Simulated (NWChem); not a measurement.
# digermane (Ge₂H₆); SMILES [GeH3][GeH3]

All runs: NWChem. Pople sets run with spherical d functions. The level has its own optimisation; frequencies are unscaled.

What does the run give for Hartree-Fock/6-31G*? Quantities: r Ge–Ge (Å); r Ge–H (Å); highest harmonic frequency (cm⁻¹); lowest (cm⁻¹); zero-point energy (kcal/mol).


```yaml
r Ge–Ge (Å): 2.453
r Ge–H (Å): 1.540
highest harmonic frequency (cm⁻¹): 2234
lowest (cm⁻¹): 107
zero-point energy (kcal/mol): 30.5
```
